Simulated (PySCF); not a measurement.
Working out the excitation energy of Re

Re [Xe] 4f14 5d5 6s2 (6S) → Re [Xe] 4f14 5d4 6s2 6p1 (high-spin determinant). Calculation: PySCF 2.14, in def2-TZVPPD with the def2 core potential (60 electrons) (6s5p3d2f1g, 59 functions); a scalar-relativistic core potential. Frozen: nothing. Energies in hartree (1 hartree = 27.21139 eV):

| part | Re (lower) | Re (upper) |
| --- | --- | --- |
| UHF | -77.534572 | -77.341416 |
| MP2 opposite-spin | -0.227670 | -0.225299 |
| MP2 same-spin | -0.134261 | -0.118167 |

What does Hartree-Fock give?

(-77.341416) − (-77.534572) = 0.193156 hartree = 5.256 eV.

What do MP2 and SCS-MP2 (6/5 opposite-spin, 1/3 same-spin) give?

The opposite-spin parts differ by 0.065 eV and the same-spin parts by 0.438 eV. MP2: 5.256 + (0.065) + (0.438) = 5.759 eV. SCS-MP2: 5.256 + 1.2 × (0.065) + (0.438)/3 = 5.480 eV.

One determinant mixes LS terms, so it does not stand for a single term.
